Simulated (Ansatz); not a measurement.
Reaction (redistribution): `[SiH3]NBS` + `O[B](O)[SbH2]` → `OB(O)BS` + `[SiH3][NH][SbH2]`

Program: Ansatz. Geometries: PBE0-D4/def2-TZVP. ΔE: electronic, gas phase. CCSD(T)/CBS is the MP2 limit (def2-TZVPP, def2-QZVPP) plus CCSD(T) − MP2 in def2-TZVPP, frozen cores. DFT in def2-TZVPP. def2 core potentials past Kr. For Sb outer-core shells are correlated without core-valence functions, which leaves a few kJ/mol of doubt a bond. One conformer a species, not always the lowest.

`[SiH3]NBS`:

Z-matrix (Å, degrees):
```
Si
N 1 1.741
H 1 1.487 2 110.5
H 1 1.480 2 107.5 3 120.4
H 1 1.487 2 110.6 3 -119.2
B 2 1.405 1 126.0 3 -120.8
H 2 1.012 1 116.6 3 59.2
S 6 1.812 2 120.2 1 -179.9
H 6 1.194 2 120.1 1 0.1
H 8 1.340 6 96.5 2 -180.0
```

`O[B](O)[SbH2]`:

Z-matrix (Å, degrees):
```
B
O 1 1.360
Sb 1 2.260 2 117.5
O 1 1.360 2 125.0 3 175.8
H 2 0.963 1 115.8 3 -176.5
H 3 1.705 1 92.9 2 -45.7
H 3 1.705 1 92.9 2 -138.1
H 4 0.963 1 115.8 2 0.6
```

`OB(O)BS`:

Cartesian coordinates in Å:
```
O 0.736 1.365 -1.104
B 0.041 0.363 -0.482
O -1.067 -0.112 -1.118
B 0.479 -0.313 1.026
S -0.476 -1.598 1.762
H 1.502 1.652 -0.605
H -1.228 0.333 -1.958
H 1.429 0.018 1.676
H -1.416 -1.709 0.803
```

`[SiH3][NH][SbH2]`:

Cartesian coordinates in Å:
```
Si 1.150 -0.183 0.368
N 0.072 0.511 -0.777
Sb -1.952 0.398 -0.734
H 1.057 0.427 1.727
H 2.547 -0.017 -0.120
H 0.828 -1.628 0.514
H 0.407 1.279 -1.338
H -2.121 0.523 0.973
H -1.989 -1.311 -0.612
```

```json
{"level": "ωB97X-V", "ΔE (kJ/mol)": "122.8"}
{"level": "CAM-B3LYP", "ΔE (kJ/mol)": "127.6"}
```

Q: What does CCSD(T)/CBS give? (Estimate.)

A: Ansatz gave: +124.5 kJ/mol. The listed levels differ from it by -1.7, 3.1 kJ/mol.

Largest T1 diagnostic among the species: 0.015.

From BLYP to BHLYP (50 % exact exchange), in def2-TZVPP and without D4, ΔE moves by +6.3 kJ/mol. At CCSD(T), def2-SVP lies +13.7 kJ/mol from the extrapolated value and def2-TZVPP +0.9 kJ/mol.
